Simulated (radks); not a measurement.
Results of a calculation; reference values are marked as such.
Excited configurations of Os II: one electron is placed in a higher orbital outside [Xe] 4f14 5d6. The ground configuration is [Xe] 4f14 5d6 6s1. Level of theory: Dirac Kohn-Sham, PBE, spin-unpolarised, spherical densities, finite nucleus; open shells fill j = l - 1/2 first; Fermi nuclear charge, rms radius 5.4126 fm (a radial shooting solver on a logarithmic mesh with Libxc functionals). Excitation = E - E(ground); binding = E(ion) - E, where the ion is the core of charge +2; n* = 2/sqrt(2 binding) in atomic units, and the quantum defect is n - n*.

outer orbital  excitation (eV)  binding (eV)  quantum defect  eigenvalue (eV)  <r> (bohr)
5f5/2                   13.262         3.565           1.093           -2.494       8.431
6p1/2                    5.383        11.445           3.819           -8.382       3.453
6d3/2                   11.320         5.508           2.857           -3.989       6.203
6f5/2                   14.391         2.437           1.274           -1.820       14.27
7s1/2                   10.138         6.690           4.148           -5.264       6.365
7p1/2                   11.519         5.308           3.798           -4.136       7.582
7d3/2                   13.509         3.319           2.951           -2.550       11.44
7f5/2                   15.086         1.741           1.410           -1.358       21.52

The Delta-SCF ionisation energy is 16.828 eV (NIST Atomic Spectra Database: 17 eV, semi-empirical). Self-interaction in the functional shifts the binding energies and quantum defects, so they are the method's values and not measured ones. Spin polarisation and multiplet splitting are left out, so open shells lie too high by an amount that depends on their filling.

Beside tabulated values, note that spin-unpolarised runs miss the spin-polarisation part of the exchange energy of open shells.
